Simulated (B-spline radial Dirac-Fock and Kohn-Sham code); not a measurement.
Two-hole binding energies of Cd²⁺

System: Cd²⁺ in the configuration [Kr] 4d10.

Method: Dirac-Fock ΔSCF + Breit + QED. Computed with a radial finite-basis atomic code. U is the two-hole binding energy less the two single-hole energies, the effective repulsion of the holes after relaxation. Each two-hole energy is an average over J within one jj subconfiguration.

```tsv
holes	E(a) (eV)	E(b) (eV)	E(ab) (eV)	U (eV)
1s⁻¹ 2p1/2⁻¹	26738.3	3755.9	30706.2	212.0
1s⁻¹ 3p3/2⁻¹	26738.3	647.1	27443.8	58.5
1s⁻¹ 3d3/2⁻¹	26738.3	438.2	27230.3	53.7
2s⁻¹ 2p1/2⁻¹	4052.3	3755.9	7922.0	113.8
2s⁻¹ 2p3/2⁻¹	4052.3	3566.1	7729.4	111.0
2p1/2⁻¹ 2p3/2⁻¹	3755.9	3566.1	?	?
2p1/2⁻¹ 3s⁻¹	3755.9	800.8	4607.2	50.5
2p1/2⁻¹ 3p3/2⁻¹	3755.9	647.1	4455.1	52.1
2p3/2⁻¹ 3s⁻¹	3566.1	800.8	4417.2	50.3
2p3/2⁻¹ 3p1/2⁻¹	3566.1	681.8	4301.2	53.3
2p3/2⁻¹ 3d5/2⁻¹	3566.1	431.5	4050.5	52.9
3d3/2⁻²	438.2	438.2	919.5	43.0
3d3/2⁻¹ 3d5/2⁻¹	438.2	431.5	913.4	43.7
4d5/2⁻²	35.82	35.82	87.79	16.2
```

Q: Give the missing two-hole energy and U.

A: E(ab) = 7458.7 eV and U = 136.7 eV.
